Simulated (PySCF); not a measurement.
Electron correlation in Al⁺ (aluminium, charge +1)

[Ne] 3s2, closed-shell 1S. All numbers are calculated (PySCF 2.14, the spin-free X2C one-electron Hamiltonian (Gaussian nucleus), in cc-pVTZ-DK (5s4p2d1f, 34 functions)). Frozen: [Ne]; 2 electrons correlated.

Total MP2 correlation energy: -27.69 mhartree.

Same-spin part 0.00 and opposite-spin part -27.69 mhartree; SCS-MP2 scales them by 1/3 and 6/5 to -33.23 mhartree.

With two correlated electrons CCSD is exact within the correlated space (frozen core and kept virtual orbitals).

```
level  correlation energy (mhartree)
 CCSD                         -39.42
```

Diagnostics: T1 = 0.0085, D1 = 0.0121, largest double amplitude 0.111.

Task: Is a single reference adequate?

Result: Mostly. T1 lies below 0.03, but a double amplitude of this size points to a near-degeneracy that CCSD handles and MP2 describes poorly.
